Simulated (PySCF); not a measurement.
# How methods differ on the ionisation energy of S⁺

S⁺ [Ne] 3s2 3p3 [3p1/2^2 3p3/2^1, M_J = 3/2] → S²⁺ [Ne] 3s2 3p2 [3p1/2^2, M_J = 0], as a difference of total energies. All numbers are calculated (PySCF 2.14, the two-component X2C-1e Hamiltonian, in x2c-QZVPPall-2c (9s7p4d2f1g, 73 functions)). Correlated levels: [Ne] frozen; the 4 highest virtual spinors dropped. "Screened" scales the spin-orbit matrix elements by Boettger's factors to mimic the two-electron term; Breit and QED terms are absent.

| method | ionisation energy (eV) |
| --- | --- |
| GHF (spin-free) | 22.826 |
| GMP2 (spin-free) | 23.382 |
| GHF (screened spin-orbit) | 22.788 |
| GMP2 (screened spin-orbit) | 23.344 |

Task: How much does correlation contribute at GMP2 (screened spin-orbit)?

Result: 23.344 − (22.788) = 0.556 eV, measured against GHF (screened spin-orbit).

Errors of the correlated levels include the incompleteness of this basis and the frozen core.

The labels give the starting determinants; with spin-orbit coupling the two ends relaxed to ⟨J²⟩ = 3.75, ⟨L²⟩ = 0.00, ⟨S²⟩ = 3.75 and ⟨J²⟩ = 1.88, ⟨L²⟩ = 2.01, ⟨S²⟩ = 2.00.

The determinant of S²⁺ mixes levels of different J (the jj label is only the starting occupation), so the difference between spin-free and spin-orbit rows is not the physical spin-orbit shift.

For comparison: 23.338 eV (measured; NIST Atomic Spectra Database, ionization energies).
